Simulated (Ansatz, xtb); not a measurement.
**AlBrFH2OSi+: which of two structures lies lower**

We compare a, a singlet given by its coordinates, with b, a singlet given by its coordinates. Both are isolated ions in the gas phase, relaxed with B3LYP-D3(BJ)/def2-SVP.

a (Å):

```yaml
atoms:
  - { symbol: Al, position_ang: [0.1023, 1.4891, 1.9646] }
  - { symbol: Br, position_ang: [1.6443, 3.0587, 1.7581] }
  - { symbol: F, position_ang: [1.0466, -1.6189, -0.8823] }
  - { symbol: O, position_ang: [-0.0143, 0.4803, 0.4697] }
  - { symbol: Si, position_ang: [0.0540, -0.3999, -0.8103] }
  - { symbol: H, position_ang: [-0.9000, 1.0538, 3.0652] }
  - { symbol: H, position_ang: [-0.7643, -0.1948, -2.0036] }
```

Close contacts (Å): Al1–Br2 2.21, Al1–O4 1.81, F3–Si5 1.57, O4–Si5 1.55, Al1–H6 1.55, Si5–H7 1.46.

b (Å):

```xyz
7

Al   -0.9460    0.3371   -1.0711
Br    2.8986    1.3776    1.5483
F    -1.6929    1.7989   -1.1643
O     0.7949    0.5666   -0.7851
Si    2.2789    0.9564   -0.4451
H     3.2680    1.0118   -1.5301
H    -1.4744   -1.1114   -1.1824
```

Close contacts (Å): Al1–F3 1.64, Al1–O4 1.78, Br2–Si5 2.13, O4–Si5 1.57, Al1–H7 1.55, Si5–H6 1.47.

**Question.** Estimate which is lower in electronic energy at CCSD(T)/def2-SVP + ΔMP2/def2-TZVPP, and by roughly how much.

**Answer.** Too close to call at this level: CCSD(T)/def2-SVP + ΔMP2/def2-TZVPP gives E(b) − E(a) = −0.72 kJ/mol.

How the difference moves with the method:

| level | geometry | E(b) − E(a) (kJ/mol) | departure from the last row (kJ/mol) | job, with rough time for the two |
| --- | --- | --- | --- | --- |
| GFN2-xTB | GFN2-xTB | −18.90 | −18.19 | optimisation, 0.54 s |
| HF/STO-3G | GFN2-xTB | −0.72 | 0.00 | single point, 0.52 s |
| r2SCAN-D4/def2-SVP | GFN2-xTB | −5.54 | −4.82 | single point, 2.7 s |
| B3LYP-D3(BJ)/def2-SVP | B3LYP-D3(BJ)/def2-SVP | −8.02 | −7.30 | optimisation, 61 s |
| HF/def2-SVP | B3LYP-D3(BJ)/def2-SVP | +4.06 | +4.78 | part of the CCSD(T) run |
| MP2/def2-SVP | B3LYP-D3(BJ)/def2-SVP | −1.67 | −0.95 | part of the CCSD(T) run |
| CCSD(T)/def2-SVP | B3LYP-D3(BJ)/def2-SVP | −4.00 | −3.28 | single point |
| CCSD(T)/def2-SVP + ΔMP2/def2-TZVPP | B3LYP-D3(BJ)/def2-SVP | −0.72 |  | single point, 23 s |

The largest departure from CCSD(T)/def2-SVP + ΔMP2/def2-TZVPP is that of GFN2-xTB, 18.19 kJ/mol. The last row adds to CCSD(T) the change of the MP2 difference between the two basis sets, here +3.28 kJ/mol.

With harmonic frequencies from B3LYP-D3(BJ)/def2-SVP (ideal gas, rigid rotor, one conformer each, 1000 K, 1 atm): on the last row, ΔE + ΔZPE = −1.45 kJ/mol. A mode under 50 cm⁻¹ makes harmonic enthalpies and free energies unreliable, so none is given.

The correlated steps freeze 21 core orbitals; the filled d shell of Br is correlated, in a basis made for valence electrons. Codes used: Ansatz 0.2.0, xtb 6.7.1; the last row on 2 threads of Intel(R) Xeon(R) Platinum 8375C CPU @ 2.90GHz (Ice Lake) on a shared host.
